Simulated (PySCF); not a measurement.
# Nuclear quadrupole coupling in `C=C[C@@H]1C[P@]1(=O)C(F)(F)F`

C5H6F3OP.
Structure used (GFN2-xTB), in Å, numbered top down from 1:
```xyz
16
C5H6F3OP angstrom
C      2.638   -0.016    0.579
C      1.434    0.471    0.327
C      0.552   -0.062   -0.718
C     -0.464    0.903   -1.430
P     -1.217   -0.463   -0.533
O     -1.923   -1.609   -1.104
C     -1.957    0.181    1.075
F     -1.391    1.305    1.515
F     -1.854   -0.728    2.042
F     -3.252    0.434    0.888
H      3.261    0.395    1.354
H      3.044   -0.847    0.026
H      1.050    1.305    0.898
H      1.035   -0.769   -1.389
H     -0.491    1.907   -1.031
H     -0.474    0.868   -2.511
```

Field gradients from the PBE0/pcSseg-1 density (PySCF, non-relativistic), principal values in atomic units, ordered |Vxx| ≤ |Vyy| ≤ |Vzz|:

| atom | Vxx | Vyy | Vzz |
| --- | --- | --- | --- |
| O6 | -0.4155 | -0.5181 | 0.9336 |

Find the asymmetry η = (Vxx − Vyy)/Vzz and the couplings χ = eQV/h (234.96 MHz × Q in barn × V in au), with Q(17O) = −0.0256 b.

| atom | environment | nucleus | η | χzz (MHz) | χxx (MHz) | χyy (MHz) |
| --- | --- | --- | --- | --- | --- | --- |
| O6 | phosphoryl oxygen | 17O | 0.11 | -5.62 | 2.50 | 3.12 |

What is Vzz at O6 in SI units (1 au = 9.71736 × 10²¹ V/m²)?

0.9336 au = 9.072 × 10²¹ V/m².

Were the hydrogens deuterons (Q(2H) = 0.00286 b), χzz would run from 209 kHz (H14) to 228 kHz (H11).

The structure is a single GFN2-xTB conformer in the gas phase; no vibrational or solvent corrections. GFN2-xTB bond lengths can be off by several hundredths of an ångström, more for odd bonds, and the gradients follow them. These gradients aren't converged with respect to the basis.
